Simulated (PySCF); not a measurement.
Bonding in `N#Cc1ccc[o+]c1F`

C6H3FNO (charge +1).
SMILES with atom numbers: `[N:1]#[C:2][c:3]1[cH:4][cH:5][cH:6][o+:7][c:8]1[F:9]` (hydrogens: H10 on C4; H11 on C5; H12 on C6)

Structure used (GFN2-xTB), in Å, numbered top down from 1:
```xyz
12
C6H3FNO angstrom
N      3.4432    0.6810   -0.1462
C      2.3348    0.4144   -0.0952
C      0.9443    0.1045   -0.0333
C     -0.0456    1.0921   -0.1042
C     -1.3907    0.7208   -0.0375
C     -1.6997   -0.6133    0.0955
O     -0.7584   -1.5332    0.1597
C      0.5049   -1.2147    0.1007
F      1.3055   -2.2300    0.1759
H      0.2425    2.1301   -0.2093
H     -2.1740    1.4618   -0.0892
H     -2.7055   -1.0142    0.1571
```

Bond orders from the PBE0/pcSseg-1 density (PySCF). Isolated species at its GFN2-xTB geometry, gas phase.

How far do the computed orders between heavy atoms stray from the drawn ones?

The largest departure is 0.411, at C6–O7 (drawn aromatic, 1.089), counting aromatic bonds as 1.5. Drawn single, order above 1.12: C8–F9 (1.133). The bonds drawn aromatic range from 1.09 to 1.52. The SMILES, with its formal charges, is one Lewis structure only.

Give the Mayer order of every bond between heavy atoms, beside its length.

| bond | drawn as | length (Å) | Mayer order |
| --- | --- | --- | --- |
| N1–C2 | triple | 1.141 | 2.965 |
| C2–C3 | single | 1.426 | 1.028 |
| C3–C4 | aromatic | 1.400 | 1.328 |
| C4–C5 | aromatic | 1.397 | 1.348 |
| C5–C6 | aromatic | 1.376 | 1.516 |
| C6–O7 | aromatic | 1.318 | 1.089 |
| O7–C8 | aromatic | 1.304 | 1.140 |
| C8–F9 | single | 1.295 | 1.133 |
| C8–C3 | aromatic | 1.397 | 1.345 |

By pair of heavy elements: C–C: lowest C2–C3 (1.028, 1.426 Å), highest C5–C6 (1.516, 1.376 Å). C–O: lowest C6–O7 (1.089, 1.318 Å), highest O7–C8 (1.140, 1.304 Å).

And the bonds to hydrogen?

C–H: 0.94 to 0.96 (3 bonds).

Sum the orders of all bonds at each heavy atom with more than one neighbour and set the sums beside the valence in the SMILES.

C2 3.993 (drawn 4), C3 3.701 (drawn 4), C4 3.633 (drawn 4), C5 3.800 (drawn 4), C6 3.547 (drawn 4), O7 2.229 (drawn 3), C8 3.618 (drawn 4). Orders between atoms that aren't bonded are not in these sums.

For a closed shell the Mayer order of atoms A and B is Σ (PS)μν (PS)νμ over the basis functions μ on A and ν on B, with P the density and S the overlap matrix.

The run behind these numbers computed NMR shieldings as well. Cost: about 60 s of CPU time on one thread; the machine was shared, so the figure is rough.
